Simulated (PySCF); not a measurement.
Numbering as in the mapped SMILES `[CH2:1]=[CH:2]/[CH:3]=[CH:4]\[CH2:5][CH:6]=[CH2:7]`. Hydrogens are named by the atom that carries them. Ha(C1) is cis to C3; Ha(C7) is cis to C5; Hb(C1) is trans to C3; Hb(C7) is trans to C5.

GIAO PBE0/pcSseg-1 shifts (PySCF, gas phase, non-relativistic, equivalent atoms averaged), each against references optimised in the same way as the molecule (TMS).

On the GFN2-xTB geometry: C6 145.7, C2 139.3, C4 139.3, C3 137.3, C1 125.1, C7 122.1, C5 39.5, H(C2) 7.03, H(C3) 6.26, H(C6) 5.91, H(C4) 5.59, Ha(C1) 5.54, Hb(C1) 5.48, Ha(C7) 5.42, Hb(C7) 5.29, H(C5) 3.09 ppm.

Question: What changes on the PBE0-D3(BJ)/def2-SVP geometry?

Answer: 
```tsv
atoms	δ (ppm)	change
C6	146.0	+0.3
C2	139.2	-0.1
C4	139.1	-0.2
C3	137.5	+0.2
C1	125.4	+0.3
C7	123.6	+1.5
C5	37.6	-1.9
H(C2)	6.88	-0.15
H(C3)	6.11	-0.15
H(C6)	5.78	-0.13
H(C4)	5.42	-0.17
Ha(C1)	5.46	-0.08
Hb(C1)	5.42	-0.06
Ha(C7)	5.39	-0.03
Hb(C7)	5.29	+0.00
H(C5)	2.94	-0.15
```

Bonds between heavy atoms that differ most (equivalent bonds averaged): C6–C7 1.319 → 1.333 Å, C1–C2 1.329 → 1.341 Å, C3–C4 1.334 → 1.346 Å, C2–C3 1.446 → 1.453 Å. Mean change of bonds to hydrogen: C–H +0.014 Å.
